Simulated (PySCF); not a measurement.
## Ionisation energy of Ir by level of theory

Ir [Xe] 4f14 5d7 6s2 (4F) → Ir+ [Xe] 4f14 5d7 6s1 (5F), as a difference of total energies. Calculation: PySCF 2.14, in def2-TZVP with the def2 core potential (60 electrons) (6s4p3d1f, 40 functions); a scalar-relativistic core potential. Correlated levels: valence: 5s2 5p6 frozen. The calculations carry no spin-orbit coupling.

```tsv
method	ionisation energy (eV)	error (eV)
UHF	7.025	-1.901
LDA	9.338	+0.412
MN15	9.017	+0.091
MP2 (valence)	8.328	-0.598
SCS-MP2 (valence)	8.454	-0.472
```

Reference: 8.926 eV (measured; NIST levels, between the centres of gravity of the two terms).

Errors of the correlated levels include the incompleteness of this basis and the frozen core.

MP2 underrates the near-degeneracy of ns² with np² in the lower species.
